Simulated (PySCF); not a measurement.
C9H8SSe, SMILES Cc1ccsc1-c1ccc[se]1. Atoms are numbered in the order given.

```xyz
19

C     -1.7303    -1.5119    -1.1820
C     -1.8881    -0.1454    -0.5798
C     -3.1288     0.5678    -0.5783
C     -3.0577     1.8063     0.0251
S     -1.4657     2.1348     0.6100
C     -0.8614     0.5835     0.0410
C      0.5320     0.2601     0.2643
C      1.4934     1.0493     0.8916
C      2.8010     0.4905     0.9825
C      2.9378    -0.7666     0.4323
Se     1.3267    -1.3793    -0.2875
H     -2.6878    -1.8651    -1.6101
H     -1.4039    -2.2627    -0.4301
H     -0.9758    -1.5223    -1.9981
H     -4.0511     0.1630    -1.0185
H     -3.8541     2.5479     0.1599
H      1.2471     2.0451     1.2900
H      3.6400     1.0212     1.4560
H      3.8406    -1.3880     0.3851
```
Charge 0, spin multiplicity 1.

Geometry optimised at PBE-D3(BJ)/def2-SVP. This is a generated structure with no PubChem entry under its InChIKey; it may be hypothetical. One conformer was computed; it need not be the lowest.

Level of theory: TDA-PBE/def2-SVP (PySCF 2.14.0).

Vertical excitations. 

```
state  energy (eV)  λ (nm)      f                                                             main pairs
-----  -----------  ------  -----  ---------------------------------------------------------------------
S1            4.00     310  0.597                                                         HOMO→LUMO 91 %
S2            4.29     289  0.005                    HOMO−1→LUMO 58 %, HOMO→LUMO+1 24 %, HOMO−3→LUMO 9 %
S3            4.31     287  0.000                                                       HOMO→LUMO+2 99 %
S4            4.40     282  0.042                                                       HOMO−2→LUMO 75 %
S5            4.56     272  0.008  HOMO→LUMO+1 39 %, HOMO−3→LUMO 24 %, HOMO−1→LUMO 21 %, HOMO−2→LUMO 6 %
S6            4.87     254  0.000                                                      HOMO→LUMO+3 100 %
T1            2.41     515      0                                                         HOMO→LUMO 98 %
T2            3.60     344      0                                                       HOMO−1→LUMO 98 %
```
Triplets are in the Tamm–Dancoff approximation.
